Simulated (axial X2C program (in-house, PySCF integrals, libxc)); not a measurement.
**Levels of SiTe⁻ by electron attachment to SiTe (EOM-EA-CCSD)**

Computed with an in-house all-electron X2C program for linear molecules (integrals from PySCF): two-component X2C with atomic mean-field Coulomb and Gaunt terms, Gaussian nuclei, basis Te dyall-acv3z, Si dyall-av3z with contracted cores.

R = 2.277 Å (near the PBE0 minimum at charge 0 of the determinant lowest at the starting distance; the state shown can have its own minimum elsewhere).

Hartree–Fock spinors of SiTe (one of each Kramers pair; a window near the gap, which can cut inner shells):

```
  ω  occupied  ε (eV)                     character
1/2       yes  -22.15  55% Te s, 18% Si s, 13% Si p
1/2       yes  -15.09  42% Si s, 28% Te p, 15% Te s
1/2       yes   -9.82   46% Te p, 35% Si p, 9% Si s
1/2       yes   -9.19   58% Te p, 27% Si p, 6% Si d
3/2       yes   -8.82   61% Te p, 25% Si p, 7% Si d
1/2        no    0.06  57% Si p, 17% Te d, 12% Si d
3/2        no    0.09  51% Si p, 17% Te d, 14% Si d
1/2        no    0.90   78% Si p, 17% Te p, 3% Si d
1/2        no    1.19   70% Si s, 14% Te s, 7% Te p
3/2        no    1.32   85% Si p, 12% Te p, 3% Te d
1/2        no    1.35   84% Si p, 12% Te p, 3% Te d
```

Levels of SiTe⁻ obtained by attaching an electron to SiTe:

| Ω | binding energy (eV) | above lowest (cm⁻¹) | attached spinor | one-particle weight |
| --- | --- | --- | --- | --- |
| 1/2 | 0.702 | 0 | 56% Si pπ, 17% Te dπ, 11% Si dπ | 0.93 |
| 3/2 | 0.593 | 883 | 50% Si pπ, 17% Te dπ, 15% Te pπ | 0.94 |
| 1/2 | -0.697 | 11284 | 68% Si pσ, 23% Te pσ | 0.99 |
| 1/2 | -0.905 | 12965 | 69% Si sσ, 17% Te sσ | 0.98 |
| 3/2 | -1.141 | 14870 | 85% Si pπ, 13% Te pπ | 0.99 |
| 1/2 | -1.149 | 14933 | 85% Si pπ, 13% Te pπ | 0.99 |
| 1/2 | -1.579 | 18396 | 62% Te pσ, 20% Si pσ, 10% Te dσ | 0.99 |

(1) Take the first Ω = 1/2 and Ω = 3/2 rows of π character: how far apart are they, and which lies lower?

Negative binding energies belong to unbound states, resonances or levels that the basis set holds; within some tenths of an eV of zero the sign is not settled.

This point took 14 s on 1 thread of Intel(R) Xeon(R) 6975P-C (Granite Rapids) (shared host).

Reference electrons by ω block (each with its −ω partner): 1/2: 22, 3/2: 9, 5/2: 2. 10 electrons of SiTe correlated (inner shells frozen), 92 natural virtual spinors (a truncated set); levels can be off by some tenths of an eV. Roots sought by Ω: (1/2: 5, 3/2: 4, 5/2: 2, 7/2: 1); the list ends where they run out and leaves out roots under 60 % one-particle weight. The solver can skip a root, and states that need a further excitation, which the method places far too high, are missing though they may lie low or lowest. T1 of the reference 0.029 (Lee–Taylor). Number of frozen shells: Te 4 s, 3 p, 2 d; Si 2 s, 1 p. Large amplitudes in the reference (orbital relaxation or multireference character) lower the reliability.

Results:

(1) E(3/2) − E(1/2) = 883 − 0 = 883 cm⁻¹ at EOM-EA-CCSD: regular, Ω = 1/2 lower. Splittings at this level can be off by ten to twenty per cent.
